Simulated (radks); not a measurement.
Results of a calculation; reference values are marked as such.
Problem. All-electron atom: Dy I in [Xe] 4f10 6s2 (the NIST ground configuration). Level of theory: scalar-relativistic Kohn-Sham, r2SCAN, spin-polarised, spherical densities, finite nucleus; open shells are filled with parallel spins first (spin-orbit coupling, left out, can overturn this in heavy ions); meta-GGA in the generalised Kohn-Sham scheme; Fermi nuclear charge, rms radius 5.2218 fm; hard spherical wall at 6 bohr (a radial shooting solver on a logarithmic mesh with Libxc functionals). Some entries of the table are withheld. Estimate them.

orbital  occ.  eigenvalue (eV)  <r^2> (bohr^2)  <1/r> (bohr^-1)
1s up       1        -53727.11       0.0006096            74.55
1s down     1        -53727.10       0.0006096            74.55
2s down     1        -8967.158        0.009518            17.34
2s up       1        -8967.157        0.009518            17.34
2p up       3        -7952.999        0.007710            16.09
2p down     3        -7952.990        0.007710            16.09
3s up       1        -2003.353         0.06272            6.390
3s down     1        -2001.325         0.06264            6.395
3p up       3        -1690.408         0.06307            5.983
3p down     3        -1688.379         0.06297            5.987
3d up       5        -1287.611         0.05290            5.665
3d down     5        -1286.046         0.05279            5.670
4s up       1        -400.5386          0.3172            2.683
4s down     1        -395.9870          0.3172            2.682
4p up       3        -297.0266          0.3588            2.462
4p down     3        -292.4806          0.3589            2.461
4d up       5        -155.4739          0.4317            2.171
4d down     5        -150.9204          0.4330            2.168
5s up       1         -49.0255           1.898            1.020
5s down     1         -46.9386           1.956            1.001
5p up       3         -24.6651           2.702           0.8499
5p down     3         -23.2823           2.810           0.8308
4f up       7              (1)           1.003            1.571
6s up       1          -1.2771           12.07           0.3643
6s down     1          -1.0527           12.27           0.3611
5d up       0           1.1968           7.905           0.4833
4f down     3              (2)           1.230            1.515
5d down     0           1.5828           8.282           0.4674
6p up       0           3.5555           13.90           0.3445
6p down     0           3.7625           14.04           0.3440
7s up       0          18.6763           14.23           0.4099
7s down     0          19.1518           14.22           0.4111

Solution. 
(1) 4f up eigenvalue (eV): -2.3627
(2) 4f down eigenvalue (eV): 1.5756
